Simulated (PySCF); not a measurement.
[Zr(formamidinato)(F)3] (charge 0, multiplicity 1)

Calculation: TPSSh-D3(BJ)/def2-TZVP // BP86-D3(BJ)/def2-SVP (PySCF).

The HOMO is -6.94 eV and the dipole moment is 5.29 D. The LUMO is -1.81 eV and the HOMO–LUMO gap is 5.13 eV. The charge on the central atom (Mulliken) comes out as 1.76 e and the total energy is -496.5086 Ha. The cost comes out as about 14 core-minutes (a rough figure).

```xyz
10

Zr    -0.1637     0.2012    -0.0154
C      1.7359     2.0928     0.2192
N      1.1244     1.4949     1.2481
N      1.3202     1.6752    -0.9689
H      2.5227     2.8698     0.3572
H      1.3813     1.7530     2.2021
H      1.7482     2.0889    -1.7993
F      0.5479    -1.3661    -0.8580
F     -1.7293     0.9129    -0.8609
F     -0.9060    -0.5408     1.5965
```
